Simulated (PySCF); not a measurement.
Point-charge models of 4-pyridine carbaldehyde (`c1cc(ccn1)C=O`) against its computed dipole.

Coordinates (PBE0-D3(BJ)/def2-SVP, Å) and charges (e) from the PBE0/pcSseg-1 density (PySCF):

| atom | x | y | z | Mulliken | IAO | Hirshfeld | ESP-fitted |
| --- | --- | --- | --- | --- | --- | --- | --- |
| O1 | 2.844 | 0.939 | 0.069 | -0.3406 | -0.3777 | -0.2100 | -0.4003 |
| C2 | 2.163 | -0.046 | -0.045 | +0.3790 | +0.2566 | +0.1283 | +0.2777 |
| C3 | 0.678 | -0.035 | -0.041 | -0.2942 | -0.0399 | -0.0078 | +0.5039 |
| C4 | -0.047 | -1.222 | -0.151 | -0.1136 | -0.1677 | -0.0430 | -0.7514 |
| C5 | -1.440 | -1.151 | -0.136 | +0.1638 | -0.0062 | +0.0217 | +0.6065 |
| N6 | -2.110 | -0.009 | -0.025 | -0.4000 | -0.2594 | -0.1509 | -0.7227 |
| C7 | -1.412 | 1.123 | 0.078 | +0.1640 | -0.0065 | +0.0236 | +0.5279 |
| C8 | -0.021 | 1.168 | 0.076 | -0.0716 | -0.1523 | -0.0372 | -0.5976 |
| H9 | 2.622 | -1.061 | -0.159 | +0.0743 | +0.1000 | +0.0459 | +0.0407 |
| H10 | 0.464 | -2.185 | -0.245 | +0.0981 | +0.1579 | +0.0575 | +0.2367 |
| H11 | -2.041 | -2.065 | -0.217 | +0.1177 | +0.1589 | +0.0563 | +0.0241 |
| H12 | -1.995 | 2.047 | 0.166 | +0.1198 | +0.1601 | +0.0571 | +0.0381 |
| H13 | 0.530 | 2.107 | 0.162 | +0.1033 | +0.1761 | +0.0586 | +0.2163 |

Compute μ = Σ q r for each scheme (1 e·Å = 4.803 D) and compare with the dipole of the full density.

The full density gives (-0.17, -1.73, -0.21) D, 1.76 D in size; dipole vectors point from the negative to the positive end.

| scheme | μx | μy | μz | size (D) | share of the full size (%) | angle to the full dipole (°) |
| --- | --- | --- | --- | --- | --- | --- |
| Mulliken | -0.71 | -1.66 | -0.20 | 1.82 | 104 | 17 |
| IAO | -0.89 | -2.00 | -0.24 | 2.20 | 125 | 18 |
| Hirshfeld | -0.57 | -1.16 | -0.14 | 1.30 | 74 | 20 |
| ESP-fitted | -0.17 | -1.74 | -0.21 | 1.76 | 100 | 0 |

Which set comes closest?

Length of the difference vector: ESP-fitted 0.01 D, Mulliken 0.55 D, Hirshfeld 0.70 D, IAO 0.76 D. Closest: ESP-fitted. The schemes that divide the density aren't constrained to reproduce the dipole.

What is left for the Hirshfeld atoms' own dipoles?

The shares of the density sum to the whole, so what Σ q r misses lies in dipoles about the nuclei. The atomic dipoles sum to (-0.17, -1.73, -0.21) − (-0.57, -1.16, -0.14) = (0.40, -0.57, -0.07) D, 0.70 D in size.

With the origin at the mean of the coordinates, (0.018, -0.030, -0.036) Å, which are the largest single terms, by size, of the IAO dipole along the direction of the full one?

O1 +2.27, H13 -1.85, H11 +1.71, H10 +1.60, H12 -1.44 D; all 13 atoms together +2.09 D. The single terms depend on the origin, their sum doesn't.

Give the size of the full dipole in other units.

1.76 D = 0.691 au = 0.366 e·Å = 5.86 × 10⁻³⁰ C·m.

Isolated species at its PBE0-D3(BJ)/def2-SVP geometry (one conformer only).

The values belong to the conformer `[O:1]=[CH:2][c:3]1[cH:4][cH:5][n:6][cH:7][cH:8]1`: O1–C2–C3–C4 -179°.
